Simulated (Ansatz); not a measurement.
Two isomers of C2H7ClSSi: A = `CCS[SiH2]Cl`, B = `C[Si](C)(S)Cl`.

Isolated molecules relaxed with PBE0-D4/def2-TZVP in Ansatz; ΔE leaves out vibrations. CCSD(T)/CBS adds triple-zeta CCSD(T) − MP2 to the extrapolated MP2 energy (def2 sets, frozen cores). Functionals use def2-TZVPP. B3LYP here is the variant with VWN-RPA as its local correlation; programs differ in this. One conformer a species, not always the lowest.

Q: Which isomer does CCSD(T)/CBS put lower? Give the gap. (Estimate.)

A: Ansatz gave: B, by 26.6 kcal/mol.

Q: Give E(B) − E(A) in kcal/mol with B3LYP, B3LYP-D4, PBE0-D4, B2PLYP, CCSD/def2-TZVPP, ωB97M-V, MP2/def2-TZVPP. (An estimate is asked.)

A: Ansatz gave: B3LYP -25.9, B3LYP-D4 -26.3, PBE0-D4 -26.8, B2PLYP -26.4, CCSD/def2-TZVPP -26.8, ωB97M-V -27.8, MP2/def2-TZVPP -27.5. None reverses the order clearly.

Largest T1 diagnostic: 0.010.

In def2-TZVPP, CCSD(T) changes the Hartree–Fock value by −1.6 kcal/mol (the triples alone add +0.1 kcal/mol) and MP2 by −2.3 kcal/mol.
